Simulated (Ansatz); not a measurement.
`[CH3][AlH][SiH2][AlH2]` + stibine → `[CH3][AlH][SiH2][SbH2]` + `[AlH3]`  (formal exchange of groups at the Si–Al bond)

Calculated with Ansatz (gas phase, PBE0-D4/def2-TZVP geometries, no zero-point term in ΔE). CBS: MP2 limit from def2 TZ/QZ plus the TZ coupled-cluster correction, frozen cores. This one scheme is used for every species. DFT in def2-TZVPP. def2 core potentials past Kr. For Sb outer-core shells are correlated without core-valence functions, which leaves a few kJ/mol of doubt a bond. Each species was taken in one conformer, which may not be the lowest.

`[CH3][AlH][SiH2][AlH2]`:

Cartesian coordinates in Å:
```
C 0.872 0.368 -2.273
Al 1.312 -0.009 -0.408
Si -0.301 -1.092 1.083
Al -1.780 0.552 2.109
H -0.108 -0.008 -2.574
H 1.623 -0.068 -2.940
H 0.890 1.449 -2.455
H 2.714 0.467 0.179
H 0.408 -1.870 2.143
H -1.130 -2.051 0.289
H -3.059 1.074 1.321
H -1.442 1.188 3.526
```

`[SbH3]`:

Z-matrix (Å, degrees):
```
Sb
H 1 1.707
H 1 1.707 2 91.4
H 1 1.707 2 91.4 3 91.4
```

`[CH3][AlH][SiH2][SbH2]`:

```xyz
12

C    -0.460    1.924    0.259
Al    0.843    0.472    0.389
Si    0.103   -1.768    0.896
Sb    0.118   -1.759   -1.728
H    -0.196    2.635   -0.529
H    -1.468    1.551    0.060
H    -0.495    2.479    1.202
H     2.419    0.652    0.283
H     1.016   -2.874    1.292
H    -1.292   -2.129    1.263
H     0.840   -0.153   -1.643
H    -1.428   -1.030   -1.744
```

`[AlH3]`:

```xyz
4

Al    0.000    0.000    0.000
H    -1.132    0.597    0.936
H    -0.395   -0.860   -1.272
H     1.527    0.263    0.336
```

```
             level  ΔE (eV)
            PBE-D4    -0.34
              PBE0    -0.27
CCSD(T)/def2-TZVPP    -0.31
SCS-MP2/def2-QZVPP    -0.43
```

Question: What does CCSD(T)/CBS give? (An estimate is asked.)

Answer: Ansatz gave: -0.41 eV. The listed levels differ from it by 0.07, 0.14, 0.10, -0.02 eV.

Largest T1 diagnostic among the species: 0.014.

The D4 term adds −0.12 eV with B3LYP and −0.06 eV with PBE0; it sums over pairs of atoms, weighted by their polarisabilities, and B3LYP, whose exchange is more repulsive, gets the larger term. In def2-TZVPP, CCSD(T) changes the Hartree–Fock value by −0.18 eV (the triples alone add −0.05 eV) and MP2 by −0.34 eV.

B3LYP here is the variant with VWN-RPA as its local correlation; programs differ in this.
